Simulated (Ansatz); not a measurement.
Two spin states of Br2, each at its own minimum; 2S+1 = 1, 3 were tried, and the measured ground state has 1. No spin–orbit coupling. Br is treated without relativity.

```tsv
level	energy of the multiplicity-3 state above the multiplicity-1 state (kcal/mol)
PBE/def2-TZVPP	31.52
PBE0/def2-TZVPP	36.80
wB97X-V/def2-TZVPP	43.61
CCSD/def2-TZVPP	42.77
CCSD(T)/def2-TZVPP	40.71
```

The rows run from 31.52 (PBE/def2-TZVPP) to 43.61 kcal/mol (wB97X-V/def2-TZVPP). The 3 functionals in def2-TZVPP without D3 or D4 span 12.09, from PBE to wB97X-V.

Each state is the lowest solution found for its spin in def2 and cc sets. The singlet is a restricted closed-shell determinant, which can mix singlet states where a π or δ shell is part-filled.

Correlated levels freeze the inner cores; with def2 sets outer-core shells near the valence are correlated too.

Doubts at one or more of the structures used: other coupled-cluster roots lie near (CCSD/def2-TZVPP, CCSD(T)/def2-TZVPP).

Codes used: Ansatz (a first-principles code) with Gaussian orbitals.
